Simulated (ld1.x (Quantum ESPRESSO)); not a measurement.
## tantalum, TM: configuration errors across variants

- Element: tantalum (Ta)
- Generator: ld1.x (Quantum ESPRESSO) 7.5
- Type: norm-conserving Troullier–Martins (Kleinman–Bylander form)
- Functional: Wu–Cohen
- Relativity: scalar-relativistic
- Frozen core: [Kr] 4d10 4f14
- Valence charge: 13
- Reference configuration: 5s2 5p6 5d2 6s0 6p0 (charge +3)
- Partial waves: 5p (bound): rc 1.85 bohr; 5d (bound): rc 2.15 bohr; 5s (bound): rc 1.95 bohr
- Local potential: the s channel
- Core correction: Bessel-smoothed model core, default radius (core density twice the valence density)

All-electron excitation energies from the reference (eV): (1) 5s2 5p6 5d3 6s2 6p0 -47.093; (2) 5s2 5p6 5d3 6s1 6p0 -38.572; (3) 5s2 5p6 5d3 6s0 6p0 -23.608; (4) 5s2 5p6 5d4 6s0 6p0 -37.155; (5) 5s2 5p6 5d1 6s0 6p0 35.045; (6) 5s2 5p6 5d4 6s1 6p0 -44.984; (7) 5s2 5p6 5d3.5 6s1.5 6p0 -46.098.

The default core radius of the base comes out at 0.88 bohr.

3 further variants failed, have other tests or another functional or relativity, and are left out.

A true bound ghost makes a file unfit for plane-wave use even where its test errors are small: the radial tests pick states by their node count and pass the ghost by.

Errors AE − PS in meV (a dash: test not solved or not reliable):

| change | (1) | (2) | (3) | (4) | (5) | (6) | (7) | bound ghosts |
| --- | --- | --- | --- | --- | --- | --- | --- | --- |
| base | +5046 | +3095 | -17 | -46 | -45 | +2377 | +3675 | none |
| local potential the d channel | -500 | -322 | -38 | -93 | -97 | -283 | -385 | p |
| wave 5p (bound): rc 1.85 bohr becomes 5p (bound): rc 1.98 bohr | +5044 | +3094 | -17 | -46 | -46 | +2377 | +3674 | none |
| all radii but the core radius scaled by about 0.91 (s 1.78, p 1.68, d 1.96 bohr) | +3428 | +2117 | -15 | -42 | -42 | +1581 | +2472 | none |
| wave 5s (bound): rc 1.95 bohr becomes 5s (bound): rc 1.76 bohr | +2965 | +1833 | -14 | -40 | -41 | +1357 | +2131 | none |
| wave 5d (bound): rc 2.15 bohr becomes 5d (bound): rc 3.32 bohr | +4981 | +3097 | +30 | +53 | +63 | +2396 | +3653 | none |
| type RRKJ; local potential the d channel | -376 | -244 | -40 | -97 | -100 | -231 | -299 | p |

Question: Give the same row for: core correction Bessel-smoothed model core inside 1.92 bohr.

Answer: +5090, +3109, -16, -45, -44, +2386, +3698; bound ghosts: none.
